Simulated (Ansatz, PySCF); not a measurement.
This Ansatz (an electronic-structure program) input computes a CAM-B3LYP/def2-TZVPD energy:

Ansatz 0.2 input:
```yaml
crystal:
  periodic: [false, false, false]
  atoms:
    - {symbol: F, position_ang: [1.38852708, 1.07823850, 0.16063727]}
    - {symbol: C, position_ang: [0.64654458, -0.03593741, 0.05689509]}
    - {symbol: C, position_ang: [-0.66035754, 0.02163958, -0.05861195]}
    - {symbol: F, position_ang: [-1.51423375, -0.96205630, -0.16806563]}
    - {symbol: H, position_ang: [1.21423778, -0.95985283, 0.07715640]}
basis:
  gaussian:
    orbitals: def2-TZVPD
hamiltonian:
  xc: {name: CAM-B3LYP}
magnetization: {spin_polarized: true, initial_magnetization: 1}
output: {forces: true}
```

Write an input for the same energy in PySCF and say what it gives.


```python
from pyscf import gto, scf, dft

mol = gto.M(
    atom='''
    F     1.38852708    1.07823850    0.16063727
    C     0.64654458   -0.03593741    0.05689509
    C    -0.66035754    0.02163958   -0.05861195
    F    -1.51423375   -0.96205630   -0.16806563
    H     1.21423778   -0.95985283    0.07715640
    ''',
    basis='def2-tzvpd',
    charge=0,
    spin=1,
    verbose=4,
)

mf = dft.UKS(mol, xc='camb3lyp').density_fit(auxbasis='def2-universal-jkfit')
mf.grids.level = 3
mf.conv_tol = 1e-9
mf.max_cycle = 100
mf.max_memory = 1500
mf.kernel()
if not mf.converged:
    mf = mf.newton()
    mf.kernel(mf.make_rdm1())
for _ in range(2):
    mo, _, stable, _ = mf.stability(return_status=True)
    if stable:
        break
    mf.kernel(mf.make_rdm1(mo, mf.mo_occ))
mf.analyze()
```
It gives -276.39833 Eh, and Ansatz -276.39829 Eh, a difference of 0.04 mEh, from the treatment of integrals and grids.

It need not be the lowest isomer of its formula.
